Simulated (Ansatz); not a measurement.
`FC(F)(F)C(F)(F)Br` + HBr → `FC(F)(Br)C(F)(F)Br` + H–F  (substitution at a C–F bond)

Program: Ansatz. Geometries: PBE0-D4/def2-TZVP. ΔE: electronic, gas phase. CCSD(T)/CBS adds triple-zeta CCSD(T) − MP2 to the extrapolated MP2 energy (def2 sets, frozen cores). This one scheme is used for every species. DFT in def2-TZVPP. For Br outer-core shells are correlated without core-valence functions, which leaves a few kJ/mol of doubt a bond. Scalar relativity is left out up to krypton. Each species was taken in one conformer, which may not be the lowest.

`FC(F)(F)C(F)(F)Br`:

Cartesian coordinates in Å:
```
F 0.706 -1.579 -0.270
C 0.673 -0.360 0.243
F 1.706 0.335 -0.208
F 0.762 -0.449 1.565
C -0.658 0.348 -0.121
F -0.665 1.552 0.441
F -1.665 -0.361 0.380
Br -0.860 0.515 -2.031
```

HBr:

```xyz
2

Br   -0.151    0.613   -0.325
H     0.151   -0.613    0.325
```

`FC(F)(Br)C(F)(F)Br`:

```xyz
8

F    -0.016    1.572    0.869
C    -0.533    0.466    0.335
F    -1.434    0.823   -0.572
Br   -1.368   -0.580    1.723
C     0.625   -0.303   -0.363
F     1.529   -0.654    0.543
F     1.200    0.535   -1.225
Br   -0.003   -1.859   -1.311
```

H–F:

Cartesian coordinates in Å:
```
F -0.288 -0.098 0.345
H 0.288 0.098 -0.345
```

(1) Is it downhill or uphill in electronic energy at CCSD(T)/CBS, and by how much? (Best estimate.)

(2) What do these levels give: revPBE-D4, BLYP-D4, PBE0-D4, PBE-QIDH, RPA@PBE/def2-TZVPP, CCSD(T)/def2-SVP, HF/def2-TZVPP, SCS-MP2/def2-TZVPP, CCSD/def2-TZVPP, MP2/def2-QZVPP, SCS-MP2/def2-QZVPP, CCSD/CBS(def2)? (Estimate.)

Largest T1 diagnostic among the species: 0.011.

Answers

(1) The calculation gave: Uphill: ΔE = +26.9 kJ/mol.

(2) Computed: revPBE-D4 24.1, BLYP-D4 27.8, PBE0-D4 36.7, PBE-QIDH 38.5, RPA@PBE/def2-TZVPP 35.7, CCSD(T)/def2-SVP 72.2, HF/def2-TZVPP 73.5, SCS-MP2/def2-TZVPP 31.2, CCSD/def2-TZVPP 41.5, MP2/def2-QZVPP 18.3, SCS-MP2/def2-QZVPP 26.5, CCSD/CBS(def2) 32.6 kJ/mol.

From PBE to PBE0 (25 % exact exchange), in def2-TZVPP and without D4, ΔE moves by +6.9 kJ/mol. Leaving LDA and LC-ωPBE aside and taking each functional with its dispersion term where it has one, the values, not all of them listed here, spread over 21.7 kJ/mol, from revPBE-D4 to CAM-B3LYP-D4. LDA lies +3.4 kJ/mol from PBE without D4.
